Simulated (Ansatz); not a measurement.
C2H4BN, SMILES `B1C=NC1`. Charge 0, multiplicity 1.

```tsv
atom	x (Å)	y (Å)	z (Å)
B1	0.5928	-0.6470	-0.1279
C2	-0.8622	-0.6600	-0.5434
N3	-0.9691	0.3278	0.2981
C4	0.4292	0.8695	0.2358
H5	1.2324	-1.5133	0.3873
H6	-1.7110	-1.2567	-0.8616
H7	0.4965	1.5987	-0.5661
H8	0.7916	1.2810	1.1778
```

(1) List the harmonic frequencies (cm⁻¹, unscaled) at PBE0-D4/def2-TZVP in Ansatz. (Best estimate.)

(2) Is this a minimum?

(3) Give the ideal-gas thermochemistry at 298.15 K and 1 bar (rigid rotor, harmonic oscillator; point group C1, symmetry number 1).

(4) And at 400, 500, 600, 800 and 1000 K?

(5) Rotational constants (cm⁻¹)?

Results:

(1) Computed: 380, 594, 745, 826, 866, 946, 956, 1018, 1091, 1135, 1175, 1307, 1470, 1538, 2646, 3109, 3181, 3195.

(2) Yes, all 18 modes are real.

(3) Zero-point energy 156.6 kJ/mol; H(298) − E = 168.9 kJ/mol; entropy 264.8 J/(mol·K), of which translation 158.3, rotation 95.4, vibration 11.0; G(298) − E = 90.0 kJ/mol.

(4) 
| T (K) | H − E (kJ/mol) | S (J/mol/K) | G − E (kJ/mol) |
| --- | --- | --- | --- |
| 400 | 176.2 | 285.5 | 62.0 |
| 500 | 185.0 | 305.1 | 32.4 |
| 600 | 195.2 | 323.6 | 1.0 |
| 800 | 218.7 | 357.3 | -67.2 |
| 1000 | 245.3 | 386.9 | -141.6 |

(5) 0.5712, 0.4015, 0.2642.
